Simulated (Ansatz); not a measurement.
This triplet lies 0.62 eV below the relaxed singlet at the level frozen-core CCSD(T)/cc-pVTZ // PBE0-D3(BJ)/def2-TZVP (Ansatz, a first-principles code).

Species: CH₂AlF, SMILES `F[C][AlH2]` (lower triplet) (charge 0, multiplicity 3).

Task: Give a relaxed geometry from Ansatz with PBE0-D3(BJ)/def2-TZVP.

Result: One answer among several that fit: the end point of this relaxation, one of several conformers (outside a Z-matrix the atoms follow the SMILES, hydrogens last).
Bonded distances (Å): F1–C2 1.299, C2–Al3 1.917, Al3–H4 1.583, Al3–H5 1.576. Angles (°): F1–C2–Al3 139.0, C2–Al3–H4 120.2, C2–Al3–H5 114.2, H4–Al3–H5 125.5.
